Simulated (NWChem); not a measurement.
System: C2H5O2 cation; SMILES COC=[OH+]

Excerpt of the output:

```
             Northwest Computational Chemistry Package (NWChem) 7.3.0
             --------------------------------------------------------

 C1  symmetry detected

                             Geometry "geometry" -> ""
                             -------------------------

 Output coordinates in angstroms (scale by  1.889725989 to convert to a.u.)

  No.       Tag          Charge          X              Y              Z
 ---- ---------------- ---------- -------------- -------------- --------------
    1 C                    6.0000     0.49149620    -1.44704225    -0.00004889
    2 O                    8.0000    -0.67692380    -0.53826797     0.00011601
    3 C                    6.0000    -0.57947261     0.72286140    -0.00008691
    4 O                    8.0000     0.49084698     1.42857027     0.00001719
    5 H                    1.0000     1.06559452    -1.28299984     0.91458745
    6 H                    1.0000     0.05117439    -2.44113096    -0.00474725
    7 H                    1.0000     1.07084569    -1.27687547    -0.91026739
    8 H                    1.0000    -1.51188697     1.28548842    -0.00034142
    9 H                    1.0000     1.34074538     0.93818454     0.00051774

 Effective nuclear repulsion energy (a.u.)     129.7243017651

                                 NWChem DFT Module
                                 -----------------

 Summary of "ao basis" -> "ao basis" (spherical)
 ------------------------------------------------------------------------------
       Tag                 Description            Shells   Functions and Types
 ---------------- ------------------------------  ------  ---------------------
 C                          pcseg-2                 10       30   4s3p2d1f
 O                          pcseg-2                 10       30   4s3p2d1f
 H                          pcseg-2                  6       14   3s2p1d

            General Information
            -------------------
          SCF calculation type: DFT
          Wavefunction type:  closed shell.
          No. of atoms     :     9
          No. of electrons :    32
           Alpha electrons :    16
            Beta electrons :    16
          Charge           :     1
          Spin multiplicity:     1
          Use of symmetry is: off; symmetry adaption is: off
          Maximum number of iterations: 150
          AO basis - number of functions:   190
                     number of shells:    70
          Convergence on energy requested:  1.00D-06
          Convergence on density requested:  1.00D-05
          Convergence on gradient requested:  5.00D-04

              XC Information
              --------------
                  TPSS metaGGA Exchange Functional  1.000
             TPSS03 metaGGA Correlation Functional  1.000

             Grid Information
             ----------------
          Grid used for XC integration:  medium
          Radial quadrature: Mura-Knowles
          Angular quadrature: Lebedev.
          Tag              B.-S. Rad. Rad. Pts. Rad. Cut. Ang. Pts.
          ---              ---------- --------- --------- ---------
          C                   0.70       49          11.0       434
          O                   0.60       49          12.0       434
          H                   0.35       45          12.0       434
          Grid pruning is: on
          Number of quadrature shells:   421
          Spatial weights used:  Erf1

      Superposition of Atomic Density Guess
      -------------------------------------

 Sum of atomic energies:        -227.39561659

 Renormalizing density from      33.00 to     32

      Non-variational initial energy
      ------------------------------

 Total energy =    -224.719729
 1-e energy   =    -549.316007
 2-e energy   =     194.871977
 HOMO         =      -0.753169
 LUMO         =      -0.346622

------------------------------------------------------------
EAF file 0: "./job.aoints.0" size=576716800 bytes
------------------------------------------------------------
               write      read    awrite     aread      wait
               -----      ----    ------     -----      ----
     calls:     1100         0         0         0         0
   data(b): 5.77e+08  0.00e+00  0.00e+00  0.00e+00
   time(s): 0.00e+00  0.00e+00  0.00e+00  0.00e+00  0.00e+00
rate(mb/s): 0.00e+00  0.00e+00
------------------------------------------------------------

     ---------------------------------------------
      Total Density - Mulliken Population Analysis
     ---------------------------------------------

    Atom       Charge   Shell Charges
 -----------   ------   -------------------------------------------------------
    1 C    6     6.04   2.00  0.61  0.50  0.15  1.31  1.22  0.20  0.01  0.04  0.00
    2 O    8     8.60   2.00  0.67  0.89  0.21  2.23  2.21  0.35  0.00  0.04  0.00
    3 C    6     4.96   2.00  0.58  0.41  0.09  0.98  0.71  0.05  0.02  0.09  0.01
    4 O    8     8.55   2.00  0.67  0.86  0.21  2.24  2.15  0.40  0.00  0.02  0.00
    5 H    1     0.84   0.38  0.39  0.02  0.01  0.03  0.00
    6 H    1     0.82   0.38  0.37  0.02  0.01  0.03  0.00
    7 H    1     0.84   0.38  0.39  0.02  0.01  0.03  0.00
    8 H    1     0.80   0.36  0.37  0.02  0.01  0.03  0.00
    9 H    1     0.57   0.28  0.20  0.01  0.02  0.05  0.01

   convergence    iter        energy       DeltaE   RMS-Dens  Diis-err
 ---------------- ----- ----------------- --------- --------- ---------
 d= 0,ls=0.0,diis     1   -229.3386426781 -3.59D+02  6.79D-03  1.65D+00
 d= 0,ls=0.0,diis     2   -228.9615516338  3.77D-01  4.65D-03  5.73D+00
 d= 0,ls=0.0,diis     3   -229.4831693549 -5.22D-01  1.39D-03  1.46D-01
 d= 0,ls=0.0,diis     4   -229.4834171943 -2.48D-04  7.59D-04  1.49D-01
 d= 0,ls=0.0,diis     5   -229.4967957153 -1.34D-02  1.53D-04  2.75D-03
  Resetting Diis
 d= 0,ls=0.0,diis     6   -229.4971023050 -3.07D-04  2.89D-05  1.07D-04
 d= 0,ls=0.0,diis     7   -229.4971133624 -1.11D-05  1.64D-05  7.49D-06
 d= 0,ls=0.0,diis     8   -229.4971122337  1.13D-06  1.07D-05  1.69D-05
 d= 0,ls=0.0,diis     9   -229.4971141693 -1.94D-06  2.28D-06  1.23D-06
 d= 0,ls=0.0,diis    10   -229.4971142770 -1.08D-07  5.04D-07  5.15D-08

         Total DFT energy =     -229.497114277005
      One electron energy =     -560.728506162938
           Coulomb energy =      231.147090420326
    Exchange-Corr. energy =      -29.640000299480
 Nuclear repulsion energy =      129.724301765087

 Numeric. integr. density =       31.999987759905

                       DFT Final Molecular Orbital Analysis
                       ------------------------------------

 Vector   14  Occ=2.000000D+00  E=-6.163892D-01
              MO Center=  3.3D-01,  6.2D-01, -9.4D-04, r^2= 2.9D+00
   Bfn.  Coefficient  Atom+Function         Bfn.  Coefficient  Atom+Function
  ----- ------------  ---------------      ----- ------------  ---------------
    96      0.379847  4 O  py                99      0.316057  4 O  py
    93      0.158217  4 O  s                 94      0.139011  4 O  s
     6      0.133714  1 C  py                 5      0.126334  1 C  px
   102      0.121448  4 O  py               135     -0.113886  6 H  s
    36      0.112943  2 O  py               177     -0.109070  9 H  s

 Vector   15  Occ=2.000000D+00  E=-5.599148D-01
              MO Center= -1.3D-01, -8.2D-01, -2.5D-03, r^2= 2.2D+00
   Bfn.  Coefficient  Atom+Function         Bfn.  Coefficient  Atom+Function
  ----- ------------  ---------------      ----- ------------  ---------------
    35      0.325501  2 O  px                38      0.279538  2 O  px
     5     -0.212537  1 C  px                 8     -0.157684  1 C  px
   135      0.153023  6 H  s                 96      0.145148  4 O  py
   136      0.133548  6 H  s                 36      0.131435  2 O  py
    41      0.130215  2 O  px                99      0.126531  4 O  py

 Vector   16  Occ=2.000000D+00  E=-5.534460D-01
              MO Center=  1.2D-01, -2.7D-01,  2.5D-03, r^2= 2.4D+00
   Bfn.  Coefficient  Atom+Function         Bfn.  Coefficient  Atom+Function
  ----- ------------  ---------------      ----- ------------  ---------------
    37      0.338962  2 O  pz                40      0.293498  2 O  pz
    97     -0.266523  4 O  pz               100     -0.228386  4 O  pz
     7     -0.196248  1 C  pz                43      0.145834  2 O  pz
   122     -0.143386  5 H  s                150      0.141974  7 H  s
   121     -0.135427  5 H  s                 10     -0.133737  1 C  pz

 Vector   17  Occ=0.000000D+00  E=-3.144497D-01
              MO Center= -4.3D-01,  6.0D-01,  5.8D-05, r^2= 1.6D+00
   Bfn.  Coefficient  Atom+Function         Bfn.  Coefficient  Atom+Function
  ----- ------------  ---------------      ----- ------------  ---------------
    70      0.486088  3 C  pz                67      0.445528  3 C  pz
    73      0.298495  3 C  pz                37     -0.266936  2 O  pz
    97     -0.250649  4 O  pz                40     -0.243066  2 O  pz
   100     -0.222842  4 O  pz               103     -0.223111  4 O  pz
    43     -0.221670  2 O  pz               122      0.098171  5 H  s

 Vector   18  Occ=0.000000D+00  E=-2.097524D-01
              MO Center=  1.4D+00,  4.6D-01,  4.3D-05, r^2= 3.7D+00
   Bfn.  Coefficient  Atom+Function         Bfn.  Coefficient  Atom+Function
  ----- ------------  ---------------      ----- ------------  ---------------
   179      0.885541  9 H  s                  4     -0.627342  1 C  s
    94     -0.485468  4 O  s                178      0.360326  9 H  s
   151      0.324685  7 H  s                123      0.322237  5 H  s
   137      0.300641  6 H  s                 12      0.213966  1 C  py
   101     -0.212232  4 O  px                93     -0.207480  4 O  s

[...]
```

Level: TPSS/pcseg-2. Geometry: optimised at B3LYP/6-31G* (spherical d).

Task: Write an input that gives this output.

Result: One answer among several that fit: the input that was run:
```
start job
memory heap 200 mb stack 900 mb global 1100 mb
charge 1
geometry units angstroms noautoz
  C      0.506920    -1.441673    -0.001315
  O     -0.670048    -0.543997    -0.000925
  C     -0.584536     0.717998    -0.000307
  O      0.479057     1.433804     0.000557
  H      1.079175    -1.272782     0.913594
  H      0.076027    -2.439881    -0.006768
  H      1.084897    -1.265457    -0.911255
  H     -1.522233     1.271776    -0.000484
  H      1.333558     0.951483     0.001001
end
basis spherical
  C library pcseg-2
  O library pcseg-2
  H library pcseg-2
end
dft
  xc xtpss03 ctpss03
  iterations 150
  semidirect filesize 400000000
  mulliken
end
task dft energy
```
